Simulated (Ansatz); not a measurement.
Two isomers of C2H10SiSn: A = `[CH3][SnH2][CH2][SiH3]`, B = `C[SiH2][SnH2][CH3]`.

Gas-phase electronic energies from Ansatz, PBE0-D4/def2-TZVP geometries. CCSD(T)/CBS adds triple-zeta CCSD(T) − MP2 to the extrapolated MP2 energy (def2 sets, frozen cores). DFT in def2-TZVPP. B3LYP here is the variant with VWN-RPA as its local correlation; programs differ in this. def2 core potentials past Kr. For Sn outer-core shells are correlated without core-valence functions, which leaves a few kJ/mol of doubt a bond. One conformer a species, not always the lowest.

A:

Z-matrix (Å, degrees):
```
C
Sn 1 2.139
H 1 1.090 2 109.9
H 1 1.090 2 109.9 3 119.8
H 1 1.090 2 110.3 3 -120.0
C 2 2.154 1 109.4 3 -58.4
H 2 1.712 1 110.4 3 -178.3
H 2 1.714 1 110.2 3 61.3
Si 6 1.862 2 113.8 1 -59.7
H 6 1.094 2 107.4 1 62.5
H 6 1.093 2 107.7 1 177.9
H 9 1.490 6 112.3 2 180.0
H 9 1.490 6 110.3 2 59.7
H 9 1.489 6 110.3 2 -59.3
```

B:

Z-matrix (Å, degrees):
```
C
Si 1 1.879
H 1 1.092 2 110.8
H 1 1.092 2 110.7 3 120.0
H 1 1.092 2 110.8 3 -120.0
Sn 2 2.566 1 111.4 3 59.6
H 2 1.491 1 109.8 3 -60.9
H 2 1.490 1 110.1 3 -178.7
C 6 2.149 2 110.9 1 -58.4
H 6 1.716 2 110.5 1 61.5
H 6 1.714 2 111.4 1 -179.5
H 9 1.090 6 110.0 2 -59.8
H 9 1.090 6 110.0 2 60.2
H 9 1.090 6 109.9 2 -179.9
```

Problem. Which isomer does CCSD(T)/CBS put lower? Give the gap. (Best estimate.)

Solution. Ansatz gave: B, by 32.0 kJ/mol.

Problem. Give E(B) − E(A) in kJ/mol with HF/def2-TZVPP, PBE-D4, B2PLYP, CCSD(T)/def2-TZVPP, r2SCAN-D4, MP2/def2-TZVPP, B3LYP-D4. (An estimate is asked.)

Solution. Computed: HF/def2-TZVPP -33.5, PBE-D4 -45.7, B2PLYP -36.2, CCSD(T)/def2-TZVPP -30.1, r2SCAN-D4 -41.2, MP2/def2-TZVPP -27.5, B3LYP-D4 -39.1. None reverses the order clearly.

Largest T1 diagnostic: 0.012.

In def2-TZVPP, CCSD(T) changes the Hartree–Fock value by +3.4 kJ/mol (the triples alone add +0.8 kJ/mol) and MP2 by +6.0 kJ/mol.
